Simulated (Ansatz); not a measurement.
Geometry optimisation, Ansatz, RKS B3LYP/STO-3G.

Input file:

```yaml
crystal:
  periodic: [false, false, false]
  atoms:
    - { symbol: Al, position_ang: [0.0, 0.0, 0.0] }
    - { symbol: O, position_ang: [0.0, 0.0, 1.78] }
    - { symbol: H, position_ang: [-0.9095, -0.2814, 2.1171] }
    - { symbol: O, position_ang: [1.5415, 0.0, -0.89] }
    - { symbol: Si, position_ang: [2.3874, -1.376, -1.352] }
    - { symbol: H, position_ang: [1.4599, -2.3514, -1.9176] }
    - { symbol: H, position_ang: [3.3882, -1.0195, -2.3535] }
    - { symbol: H, position_ang: [3.0504, -1.9546, -0.187] }
    - { symbol: F, position_ang: [-1.4635, 0.0, -0.845] }
basis:
  gaussian: { orbitals: STO-3G }
hamiltonian:
  xc: b3lyp
relax:
  f_tol: 0.02
  max_steps: 40
```

Command:

```bash
$ ansatz run input.yaml --threads 1 --pin off --max-ram 2048MiB --backend cpu --events-out ev --progress --plain --runs-dir out
```

Problem. Where does it end, and by what steps?

Solution. The run converged. The force dipped under the threshold on the way, but the program's further checks kept it going. Limits of this set-up: minimal basis. After 19 steps the energy has fallen by 0.508 eV; F9 moved furthest, 1.25 Å.

```
step  energy less start (eV)  largest force component (eV/Å)  accepted
   0                  0.0000                           1.980       yes
   1                 -0.2482                           1.362       yes
   2                 -0.3240                           1.247       yes
   3                 -0.3639                           0.932       yes
   4                 -0.3855                           0.342       yes
   5                 -0.4241                           0.361       yes
   6                 -0.4302                           0.664       yes
   7                 -0.4768                           0.190       yes
   8                 -0.4921                           0.046       yes
   9                 -0.4901                           0.414        no
  10                 -0.4966                           0.042       yes
  11                 -0.4989                           0.140       yes
  12                 -0.5013                           0.172       yes
  13                 -0.5037                           0.065       yes
  14                 -0.5055                           0.152       yes
  15                 -0.5065                           0.113       yes
  16                 -0.5055                           0.270        no
  17                 -0.5077                           0.026       yes
  18                 -0.5081                           0.009       yes
  19                 -0.5083                           0.020       yes
```

```xyz
9
Properties=species:S:1:pos:R:3
Al -0.070 0.013 -0.152
O 0.013 -0.974 1.240
H -0.779 -0.688 1.822
O 1.090 -0.166 -1.360
Si 2.319 -1.315 -1.224
H 1.810 -2.675 -1.165
H 3.156 -1.200 -2.400
H 3.157 -1.109 -0.056
F -1.242 1.131 -0.352
```

Whether the end is a true minimum wasn't checked by a vibrational analysis.

Time of the run: 50 s on 1 thread of Arm Neoverse V1, with other jobs on the host, peak memory 0.14 GiB.
